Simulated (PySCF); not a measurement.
**Radial density of Sn⁺ (tin, charge +1)**

UHF, [Kr] 4d10 5s2 5d1, 2D determinant (an excited configuration). All numbers are calculated (PySCF 2.14, the spin-free X2C one-electron Hamiltonian (Gaussian nucleus), in aug-cc-pwCVTZ-DK3 with one added diffuse shell each of s, p, d, f type (11s10p8d5f1g, 125 functions)).

```json
{"r (bohr)": "0.0304", "4πr²ρ (e/bohr)": "58.67", "4πr²(ρα − ρβ)": "0.0000"}
{"r (bohr)": "0.0511", "4πr²ρ (e/bohr)": "59.91", "4πr²(ρα − ρβ)": "0.0001"}
{"r (bohr)": "0.0859", "4πr²ρ (e/bohr)": "82.34", "4πr²(ρα − ρβ)": "0.0008"}
{"r (bohr)": "0.145", "4πr²ρ (e/bohr)": "61.22", "4πr²(ρα − ρβ)": "0.0047"}
{"r (bohr)": "0.243", "4πr²ρ (e/bohr)": "66.85", "4πr²(ρα − ρβ)": "0.0046"}
{"r (bohr)": "0.409", "4πr²ρ (e/bohr)": "36.95", "4πr²(ρα − ρβ)": "0.0002"}
{"r (bohr)": "0.688", "4πr²ρ (e/bohr)": "22.45", "4πr²(ρα − ρβ)": "0.0160"}
{"r (bohr)": "1.16", "4πr²ρ (e/bohr)": "14.04", "4πr²(ρα − ρβ)": "0.0033"}
{"r (bohr)": "1.95", "4πr²ρ (e/bohr)": "2.666", "4πr²(ρα − ρβ)": "0.0111"}
{"r (bohr)": "3.27", "4πr²ρ (e/bohr)": "0.5581", "4πr²(ρα − ρβ)": "0.1642"}
{"r (bohr)": "5.51", "4πr²ρ (e/bohr)": "0.1979", "4πr²(ρα − ρβ)": "0.1911"}
{"r (bohr)": "9.26", "4πr²ρ (e/bohr)": "0.03041", "4πr²(ρα − ρβ)": "0.0304"}
{"r (bohr)": "15.6", "4πr²ρ (e/bohr)": "0.0002345", "4πr²(ρα − ρβ)": "0.0002"}
```

Densities and radii are taken from the X2C orbitals without a picture-change correction, which distorts them close to the nucleus.

The outer electron is Rydberg-like, and this basis confines it to a smaller radius and binds it less than a complete one would.
